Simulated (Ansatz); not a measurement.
Species: KF, charge -1, multiplicity 2. SMILES of the parent species: [K][F]
Coordinates optimised at B3LYP-D3(BJ)/def2-TZVP (Ansatz, a quantum-chemistry and plane-wave program):
```
K
F 1 2.2949
```
Charge -1, spin multiplicity 2.

**Question.** Give the harmonic wavenumbers at B3LYP-D3(BJ)/def2-TZVP (Ansatz, finite differences of forces, unscaled).

**Answer.** 350 cm⁻¹. Zero-point energy 0.5 kcal/mol.

**Question.** From these and the geometry, give the ideal-gas thermochemistry at 298.15 K and 1 atm (rigid rotor, harmonic oscillator).

**Answer.** Point group C∞v, rotational symmetry number 1. Rotational constants 7.505, 7.505 GHz. S(trans) 38.10, S(rot) 15.34, S(vib) 1.17, S(elec, spin only) 1.38, S 56.0 cal/(mol K). H(298) - H(0) 2.30 kcal/mol; G - E(el) -13.9 kcal/mol.
